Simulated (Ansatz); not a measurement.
CH₃ClF₂Ti, SMILES `[CH3][Ti]([F])([F])[Cl]` from Hartree–Fock to CCSD(T)

```xyz
8

C    -0.1704   -0.0063    1.0591
Ti    0.0607    0.0042   -0.9580
F    -0.7096   -1.4593   -1.5158
F    -0.7547    1.4469   -1.5059
Cl    2.2209    0.0390   -1.3078
H    -1.2423   -0.0238    1.2791
H     0.3117   -0.8966    1.4716
H     0.2836    0.8959    1.4777
```

Total charge 0; spin multiplicity 1. Correlated methods include outer-core shells of Ti, which these sets cover unevenly. Scalar relativity is left out up to krypton. The geometry is a stationary point of PBE0-D4/def2-TZVP. Frozen core, restricted reference, the Gaussian-basis code of Ansatz.

| basis | HF (Eh) | MP2 corr. |
| --- | --- | --- |
| def2-SVP | -1546.13514 | -0.96274 |
| def2-TZVPP | -1546.72235 | -1.29973 |
| def2-QZVPP | -1546.76150 | -1.41396 |

Question: Estimate the CCSD correlation energy and the (T) correction in each basis where they were run (hartree).

Answer: 
| basis | CCSD corr. | (T) |
| --- | --- | --- |
| def2-SVP | -0.98676 | -0.03643 |
| def2-TZVPP | -1.32162 | -0.06128 |
